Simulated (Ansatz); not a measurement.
Start from `B[Si](C)(C)C` and change one atom or group to get `C[Si](C)(C)[O][Cu]`.

Ansatz, PBE0-D4/def2-TZVP geometries, multiplicity 1. Each molecule was computed in one conformer, which needn't be the lowest.

Scalar relativity is left out up to krypton.

```json
{"property": "HOMO–LUMO gap (B3LYP/def2-TZVPP) / eV", "`B[Si](C)(C)C`": "5.08"}
{"property": "ideal-gas entropy at 298 K and 1 bar (rigid rotor, harmonic PBE0-D4/def2-TZVP) / J/(mol·K)", "`B[Si](C)(C)C`": "388"}
{"property": "zero-point energy (PBE0-D4/def2-TZVP) / kJ/mol", "`B[Si](C)(C)C`": "342.0"}
{"property": "LUMO energy (ωB97M-V/def2-TZVPP) / eV", "`B[Si](C)(C)C`": "-0.16"}
{"property": "HOMO energy (PBE0/def2-TZVPP) / eV", "`B[Si](C)(C)C`": "-7.54"}
{"property": "HOMO–LUMO gap (PBE/def2-TZVPP) / eV", "`B[Si](C)(C)C`": "3.24"}
```

Q: Give the same properties after the change, and the shifts. (Best estimate.)

A: Computed: 
```tsv
property	`C[Si](C)(C)[O][Cu]`	shift
HOMO–LUMO gap (B3LYP/def2-TZVPP) / eV	3.48	-1.60
ideal-gas entropy at 298 K and 1 bar (rigid rotor, harmonic PBE0-D4/def2-TZVP) / J/(mol·K)	423	35
zero-point energy (PBE0-D4/def2-TZVP) / kJ/mol	300.3	-41.7
LUMO energy (ωB97M-V/def2-TZVPP) / eV	-1.18	-1.02
HOMO energy (PBE0/def2-TZVPP) / eV	-6.81	0.73
HOMO–LUMO gap (PBE/def2-TZVPP) / eV	1.65	-1.59
```

With PBE0 the HOMO rises by 0.73 eV and the LUMO falls by 0.69 eV, so the gap narrows by about 1.42 eV. PBE moves the HOMO by 0.92 eV and ωB97M-V by 0.56 eV. The zero-point energy changes by -41.7 kJ/mol with -3 modes. Modes under 60 cm⁻¹, often nearly free rotors, make the harmonic entropy too high.

B3LYP here is the variant with VWN-RPA as its local correlation; programs differ in this.
